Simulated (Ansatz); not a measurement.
Start from `CCC(N)F` and change one atom or group to get `N[CH](F)[GeH3]`.

Ansatz, PBE0-D4/def2-TZVP geometries, multiplicity 1. Each molecule was computed in one conformer, which needn't be the lowest.

Scalar relativity is left out up to krypton.

```tsv
property	`CCC(N)F`
LUMO energy (PBE/def2-TZVPP) / eV	0.45
size of the dipole moment (PBE/def2-TZVPP) / D	0.96
HOMO energy (PBE0/def2-TZVPP) / eV	-7.80
LUMO energy (ωB97M-V/def2-TZVPP) / eV	2.64
size of the dipole moment (ωB97M-V/def2-TZVPP) / D	0.98
LUMO energy (B3LYP/def2-TZVPP) / eV	0.90
```

Give the same properties after the change, and the shifts. (An estimate is asked.)

Ansatz gave: 
| property | `N[CH](F)[GeH3]` | shift |
| --- | --- | --- |
| LUMO energy (PBE/def2-TZVPP) / eV | -0.10 | -0.55 |
| size of the dipole moment (PBE/def2-TZVPP) / D | 1.22 | 0.26 |
| HOMO energy (PBE0/def2-TZVPP) / eV | -7.94 | -0.14 |
| LUMO energy (ωB97M-V/def2-TZVPP) / eV | 2.27 | -0.37 |
| size of the dipole moment (ωB97M-V/def2-TZVPP) / D | 1.18 | 0.20 |
| LUMO energy (B3LYP/def2-TZVPP) / eV | 0.41 | -0.49 |

With PBE0 the HOMO falls by 0.14 eV and the LUMO falls by 0.55 eV, so the gap narrows by about 0.41 eV. PBE moves the HOMO by -0.23 eV and ωB97M-V by -0.03 eV. Dipoles are sizes alone; their direction can turn.

B3LYP here is the variant with VWN-RPA as its local correlation; programs differ in this.
